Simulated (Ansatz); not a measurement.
`C[CH2][Mg][OH]`. Total charge 0; spin multiplicity 1.

Cartesian coordinates in Å:
```
C -0.746 -0.311 -1.375
C -0.510 0.667 -0.222
Mg 0.819 0.051 1.270
O 1.939 -0.462 2.533
H -1.153 -1.266 -1.027
H -1.453 0.080 -2.117
H 0.177 -0.542 -1.914
H -0.147 1.623 -0.618
H -1.466 0.906 0.261
H 2.541 -0.746 3.207
```

Q: What are the harmonic wavenumbers in cm⁻¹ at PBE0-D4/def2-TZVP (Ansatz, finite differences of forces, unscaled)? (An estimate is asked.)

A: Computed: 74, 83, 113, 129, 227, 230, 457, 547, 809, 915, 949, 1020, 1176, 1254, 1403, 1445, 1490, 1502, 3014, 3021, 3056, 3072, 3095, 4083.

Q: Is this a minimum?

A: Yes, all 24 modes are real.

Q: Give the ideal-gas thermochemistry at 298.15 K and 1 bar (rigid rotor, harmonic oscillator; point group Cs, symmetry number 1).

A: Zero-point energy 198.4 kJ/mol; H(298) − E = 220.6 kJ/mol; entropy 351.0 J/(mol·K), of which translation 161.9, rotation 106.3, vibration 82.8; G(298) − E = 115.9 kJ/mol. Modes under 100 cm⁻¹ are hindered rotations or soft bends, so the harmonic entropy is rough.
